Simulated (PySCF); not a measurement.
FeBr2, SMILES [Fe]([Br])[Br] (connectivity only; charge and spin as stated), neutral, multiplicity 5.

Geometry: PBE0-D3(BJ)/def2-SVP. The multiplicity is an assumed one; other spin states were not compared.

Two levels are set side by side: PBE/def2-TZVPD (PySCF) and r2SCAN/def2-TZVPD (PySCF). Same geometry, gas phase. Differences are taken from unrounded values.

| quantity | r2SCAN |
|---|---|
| α-spin orbital gap (eV) | 5.58 |
| β-spin orbital gap (eV) | 1.26 |
| mean polarisability (bohr³) | 77.0 |

**Question.** What does PBE give, and how far is it from r2SCAN? (An estimate is asked for; the answer gives what the named calculation found.)

**Answer.** 
| quantity | PBE | PBE minus r2SCAN |
|---|---|---|
| α-spin orbital gap (eV) | 5.01 | -0.57 |
| β-spin orbital gap (eV) | 0.45 | -0.81 |
| mean polarisability (bohr³) | 82.9 | 5.9 |

Rough cost on one machine, each run with all the roots and properties that it gave: r2SCAN against PBE about 3 times.
